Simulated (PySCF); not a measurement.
C3H4ClFSi, SMILES Cl[Si@H](CF)C#C. Atoms are numbered in the order given.

```xyz
10

C      2.3979    -0.0549    -1.6062
C      1.4672     0.1150    -0.8224
Si     0.0579     0.3715     0.3147
Cl     0.0690    -1.0926     1.7999
C     -1.5851     0.1937    -0.6307
F     -1.6621     1.2072    -1.5834
H      3.2197    -0.2035    -2.2953
H      0.1639     1.7192     0.9551
H     -1.6420    -0.8000    -1.1297
H     -2.4464     0.2690     0.0719
```
Charge 0, spin multiplicity 1.

Geometry optimised at PBE-D3(BJ)/def2-SVP. The structure was generated by enumeration; whether it is a known compound was not checked. One conformer was computed; it need not be the lowest.

Two levels are set side by side: PBE/pcSseg-1 (PySCF) and PBE0/pcSseg-1 (PySCF). GIAO shifts against CFCl3 (¹⁹F), HCl (³⁵Cl), TMS (²⁹Si), TMS (¹H), TMS (¹³C) at the same level; non-relativistic, no solvent, atoms listed together averaged. Without spin–orbit terms, shifts of atoms bonded to Cl or Br come out too high at both levels. Differences are taken from unrounded values.

```csv
quantity,PBE
δ(¹³C) of C1 (ppm),106.6
δ(¹³C) of C2 (ppm),87.2
δ(²⁹Si) of Si3 (ppm),-28.5
δ(³⁵Cl) of Cl4 (ppm),-1.0
δ(¹³C) of C5 (ppm),85.7
δ(¹⁹F) of F6 (ppm),-313.4
δ(¹H) of H7 (ppm),3.07
δ(¹H) of H8 (ppm),5.78
```

**Question.** These are the PBE values. What does PBE0 give? (An estimate is asked for; the answer gives what the named calculation found.)

**Answer.** 
```json
[
 {"quantity": "δ(¹³C) of C1 (ppm)", "PBE0": "110.7", "PBE minus PBE0": "-4.0"},
 {"quantity": "δ(¹³C) of C2 (ppm)", "PBE0": "87.9", "PBE minus PBE0": "-0.7"},
 {"quantity": "δ(²⁹Si) of Si3 (ppm)", "PBE0": "-25.8", "PBE minus PBE0": "-2.7"},
 {"quantity": "δ(³⁵Cl) of Cl4 (ppm)", "PBE0": "-14.9", "PBE minus PBE0": "14.0"},
 {"quantity": "δ(¹³C) of C5 (ppm)", "PBE0": "81.9", "PBE minus PBE0": "3.8"},
 {"quantity": "δ(¹⁹F) of F6 (ppm)", "PBE0": "-295.9", "PBE minus PBE0": "-17.5"},
 {"quantity": "δ(¹H) of H7 (ppm)", "PBE0": "3.20", "PBE minus PBE0": "-0.13"},
 {"quantity": "δ(¹H) of H8 (ppm)", "PBE0": "5.67", "PBE minus PBE0": "0.11"}
]
```

Rough cost on one machine, each run with all the roots and properties that it gave: PBE0 against PBE within a factor of 2.
